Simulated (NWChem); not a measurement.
Everything below was run with NWChem. System: CH₂F (+1), charge 1, spin multiplicity 1, at a geometry optimised with PBE0/def2-SVP. The structure started from a generated list of species. Level: HF/Sadlej pVTZ.

Job file:

```
start mol
memory heap 200 mb stack 900 mb global 1100 mb
charge 1
geometry units angstroms nocenter noautoz
  C      0.000000     0.000000    -0.587899
  F      0.000000     0.000000     0.635519
  H     -0.984522     0.000000    -1.096138
  H      0.984522     0.000000    -1.096138
  symmetry group C2v
end
basis spherical
  * library sadlej_pvtz
end
dft
  xc hfexch
  semidirect memsize 60000000 filesize 0
  iterations 100
end
property
  dipole
  response 1 0.0
end
task dft property
```

Part of the output:

```
             Northwest Computational Chemistry Package (NWChem) 7.3.0
             --------------------------------------------------------

                                NWChem Input Module
                                -------------------

 Scaling coordinates for geometry "geometry" by  1.889725989
 (inverse scale =  0.529177249)

 Turning off AUTOSYM since
 SYMMETRY directive was detected!

                             Geometry "geometry" -> ""
                             -------------------------

 Output coordinates in angstroms (scale by  1.889725989 to convert to a.u.)

  No.       Tag          Charge          X              Y              Z
 ---- ---------------- ---------- -------------- -------------- --------------
    1 C                    6.0000     0.00000000     0.00000000    -0.58789900
    2 F                    9.0000     0.00000000     0.00000000     0.63551900
    3 H                    1.0000    -0.98452200     0.00000000    -1.09613800
    4 H                    1.0000     0.98452200     0.00000000    -1.09613800

 Effective nuclear repulsion energy (a.u.)      34.1390519199

            Nuclear Dipole moment (a.u.)
            ----------------------------
        X                 Y               Z
 ---------------- ---------------- ----------------
     0.0000000000     0.0000000000     0.0000018897

      Symmetry information
      --------------------

 Group name             C2v
 Group number             16
 Group order               4
 No. of unique centers     3

      Symmetry unique atoms

     1    2    3


 Summary of "ao basis" -> "" (spherical)
 ------------------------------------------------------------------------------
       Tag                 Description            Shells   Functions and Types
 ---------------- ------------------------------  ------  ---------------------
 *                        sadlej_pvtz                 on all atoms

  xc_inp: hfexch multiplicative factor not found.
                              NWChem Property Module
                              ----------------------

                                 NWChem DFT Module
                                 -----------------

 Summary of "ao basis" -> "ao basis" (spherical)
 ------------------------------------------------------------------------------
       Tag                 Description            Shells   Functions and Types
 ---------------- ------------------------------  ------  ---------------------
 C                        sadlej pvtz               10       24   5s3p2d
 F                        sadlej pvtz               10       24   5s3p2d
 H                        sadlej pvtz                5        9   3s2p

 Summary of "ao basis" -> "ao basis" (spherical)
 ------------------------------------------------------------------------------
       Tag                 Description            Shells   Functions and Types
 ---------------- ------------------------------  ------  ---------------------
 C                        sadlej pvtz               10       24   5s3p2d
 F                        sadlej pvtz               10       24   5s3p2d
 H                        sadlej pvtz                5        9   3s2p

            General Information
            -------------------
          SCF calculation type: DFT
          Wavefunction type:  closed shell.
          No. of atoms     :     4
          No. of electrons :    16
           Alpha electrons :     8
            Beta electrons :     8
          Charge           :     1
[...]
    13      0.142336  1 C  py                37     -0.108573  2 F  py
    53      0.040520  3 H  py                62      0.040520  4 H  py
    21     -0.030266  1 C  d -1

 Vector   10  Occ=0.000000D+00  E=-1.267497D-01
              MO Center=  3.4D-08,  1.8D-14, -1.2D+00, r^2= 9.9D+00
   Bfn.  Coefficient  Atom+Function         Bfn.  Coefficient  Atom+Function
  ----- ------------  ---------------      ----- ------------  ---------------
     5      1.410838  1 C  s                 51     -1.061789  3 H  s
    60     -1.061789  4 H  s                  4      0.543253  1 C  s
    50     -0.402671  3 H  s                 59     -0.402671  4 H  s
    14     -0.238583  1 C  pz                 3      0.151888  1 C  s
    11     -0.150651  1 C  pz                 8     -0.133123  1 C  pz

 Vector   11  Occ=0.000000D+00  E=-9.532343D-02
              MO Center= -2.6D-08,  4.0D-14, -8.2D-01, r^2= 8.9D+00
   Bfn.  Coefficient  Atom+Function         Bfn.  Coefficient  Atom+Function
  ----- ------------  ---------------      ----- ------------  ---------------
    14      1.119985  1 C  pz                29     -0.333767  2 F  s
    11      0.234012  1 C  pz                22     -0.181492  1 C  d  0
    28     -0.175859  2 F  s                  4      0.132972  1 C  s
    27     -0.109660  2 F  s                 38     -0.109773  2 F  pz
    51      0.104550  3 H  s                 60      0.104550  4 H  s

 center of mass
 --------------
 x =   0.00000000 y =   0.00000000 z =   0.16082312

 moments of inertia (a.u.)
 ------------------
          50.007009056698           0.000000000000           0.000000000000
           0.000000000000          56.983927478241           0.000000000000
           0.000000000000           0.000000000000           6.976918421544

     Multipole analysis of the density
     ---------------------------------

     L   x y z        total         alpha         beta         nuclear
     -   - - -        -----         -----         ----         -------
     0   0 0 0      1.000000     -8.000000     -8.000000     17.000000

     1   1 0 0      0.000000      0.000000      0.000000      0.000000
     1   0 1 0      0.000000      0.000000      0.000000      0.000000
     1   0 0 1     -1.404468     -0.702235     -0.702235      0.000002

     2   2 0 0     -5.410578     -6.166663     -6.166663      6.922748
     2   1 1 0     -0.000000     -0.000000     -0.000000      0.000000
     2   1 0 1     -0.000000     -0.000000     -0.000000      0.000000
     2   0 2 0     -6.591153     -3.295576     -3.295576      0.000000
     2   0 1 1     -0.000000     -0.000000     -0.000000      0.000000
     2   0 0 2     -4.616684    -16.792129    -16.792129     28.967574

 *** CALLING NEW AORESP DRIVER FOR CLOSED AND OPEN SHELLS ***
 Entering AOResponse driver routine

--------------------------------------------------------------------------------

          ****************
          *** RESPONSE ***
          ****************

 Response module for NWChem and dynamic CPKS solver

          -----------------------------------------------
          Solving response equations for perturbing field
          -----------------------------------------------

 number of frequencies:     1
 frequency in a.u.:  0.0000000E+00
 Perturbing field: electric
 Using El. Dipole Length Gauge

 Setting up CPKS with frequency omega =      0.00000000 a.u.

 STATIC response

                                NWChem CPHF Module
                                ------------------

  scftype          =     RHF
  nclosed          =        8
  nopen            =        0
  variables        =      464
  # of vectors     =        3
  tolerance        = 0.10D-03
  level shift      = 0.00D+00
  max iterations   =       50
  max subspace     =       30

 SCF residual:    5.9789053927478578E-005

Iterative solution of linear equations
  No. of variables      464
  No. of equations        3
  Maximum subspace       30
        Iterations       50
       Convergence  1.0D-04

   iter   nsub   residual    time
   ----  ------  --------  ---------
     1      3    7.98D-01       1.9
     2      6    6.68D-01       3.1
     3      9    5.18D-02       4.3
     4     12    2.23D-02       5.5
     5     15    4.85D-03       6.6
     6     18    9.19D-04       7.8
     7     21    1.26D-04       9.0
     8     24    2.37D-05      10.1

 Electric Dipole Response Matrix (nonzero elements):

              1        2        3
    1   10.3710   0.0000   0.0000
    2   -0.0000   7.5794  -0.0000
    3    0.0000   0.0000  11.6316

 ------------------------------------------
 average:         9.86065 + I       0.00000

 DFT Linear Response polarizability / au
 Frequency  =       0.0000000 / au
 Wavelength = -999999.0000000 / nm
              X              Y              Z
 -----------------------------------------------
 X      10.3709877      0.0000000      0.0000000
 Y      -0.0000000      7.5793665     -0.0000000
 Z       0.0000000      0.0000000     11.6316015
 -----------------------------------------------
 Eigenvalues =      10.3709877      7.5793665     11.6316015
 Isotropic   =       9.8606519
 Anisotropic =       3.5918592
 -----------------------------------------------

 Magnetic Dipole Response Matrix (nonzero elements):
 Optical rotation tensor Beta

 *** static G'=0. Use GPRIME input with finite omega
 *** or better ORBETA without GPRIME for small or zero freq.

 zero matrix

 ------------------------------------------
 average:         0.00000 + I       0.00000

 Exiting AOResponse driver routine

          -------------
          Dipole Moment
          -------------

 Center of charge (in au) is the expansion point
         X =       0.0000000 Y =       0.0000000 Z =       0.0000001

   Dipole moment        1.4044676662 A.U.
             DMX        0.0000000082 DMXEFC        0.0000000000
             DMY        0.0000000000 DMYEFC        0.0000000000
             DMZ       -1.4044676662 DMZEFC        0.0000000000
   -EFC- dipole         0.0000000000 A.U.
   Total dipole         1.4044676662 A.U.

   Dipole moment        3.5698277127 Debye(s)
             DMX        0.0000000209 DMXEFC        0.0000000000
             DMY        0.0000000000 DMYEFC        0.0000000000
             DMZ       -3.5698277127 DMZEFC        0.0000000000
   -EFC- dipole         0.0000000000 DEBYE(S)
   Total dipole         3.5698277127 DEBYE(S)

 1 a.u. = 2.541766 Debyes

 Task  times  cpu:       10.1s     wall:       10.1s

 Total times  cpu:       10.2s     wall:       10.2s
```
